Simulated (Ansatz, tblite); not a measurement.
Two members of one family (Same ligands, another metal), computed with Ansatz in the gas phase; def2 core potentials for Mo, no spin–orbit coupling. The two geometries come from different levels. HOMO and LUMO are taken over both spins. Binding counts from free atoms in the multiplicity of their measured ground term, without zero-point energy. Singlets are spin-restricted. The spins of the ions were chosen, not always searched. Names give formal oxidation states. A dash marks a value that wasn't run or was left out as unsound. The structures are stationary points that may keep the symmetry of their start. Remarks come from the PBE and PBE0 runs and from stability tests at other levels; not every state was tested. HOMO above LUMO (over both spins in singlets and doublets, within one spin in higher multiplets; at PBE or PBE0), or a gap under 0.15 eV within one spin, warns that the state may not be the lowest or that an electron is smeared out.

First: Ti(OH)4 (singlet, charge 0, PBE-D4/def2-SVP geometry).

```csv
atom,x (Å),y (Å),z (Å)
Ti1,0.001,-0.001,0.000
O2,1.566,0.521,0.740
H3,2.210,1.123,0.328
O4,0.138,-1.694,-0.622
H5,0.843,-2.322,-0.385
O6,-0.421,1.075,-1.391
H7,-1.090,1.782,-1.373
O8,-1.281,0.094,1.273
H9,-1.966,-0.578,1.430
```

| level | HOMO (eV) | LUMO (eV) | gap (eV) | vertical IE (eV) | binding per atom (eV) |
| --- | --- | --- | --- | --- | --- |
| PBE-D4/def2-SVP | -6.83 | -1.80 | 5.03 | – | 4.49 |
| PBE-D4/def2-TZVP | -7.32 | -2.22 | 5.09 | 10.41 | – |
| r2SCAN-D4/def2-TZVP | -7.71 | -2.15 | 5.56 | 10.67 | – |
| B3LYP-D4/def2-TZVP | -8.76 | -1.58 | 7.18 | – | 4.24 |
| PBE0-D4/def2-SVP | -8.67 | -1.02 | 7.65 | – | 4.20 |

Metal–donor distances: 4 × O 1.81 Å. Remarks: gap within one spin near zero at PBE or PBE0 (+1 doublet).

Second: Mo(OH)4 (triplet, charge 0, r2SCAN-D4/def2-SVP geometry; oxidised ion doublet).

```xyz
9

Mo    0.115    0.159    0.301
O     1.551    1.239   -0.294
H     1.592    1.335   -1.262
O    -1.157    1.090    1.319
H    -2.020    1.420    1.033
O    -0.329   -0.266   -1.520
H    -0.571   -1.203   -1.605
O     0.199   -1.728    0.607
H     0.620   -2.046    1.420
```

Estimate how these quantities change from the first to the second (second minus first).


```csv
level,Δ HOMO (eV),Δ LUMO (eV),Δ gap (eV),Δ vertical IE (eV),Δ binding per atom (eV)
PBE-D4/def2-SVP,3.00,-0.64,-3.64,–,-0.42
PBE-D4/def2-TZVP,3.23,-0.43,-3.65,-2.96,–
r2SCAN-D4/def2-TZVP,3.16,-0.09,-3.25,-2.92,–
B3LYP-D4/def2-TZVP,3.20,-0.45,-3.65,–,-0.35
PBE0-D4/def2-SVP,2.96,-0.41,-3.38,–,-0.39
```

Metal–donor distances: 4 × O 1.88 to 1.92 Å. The relaxed singlet lies at -0.01 eV (LDA (SPW92)/def2-TZVP) to 0.50 eV (r2SCAN-D4/def2-TZVP) from the triplet, so the order hangs on the level. Remarks: restricted singlet, untested (singlet).
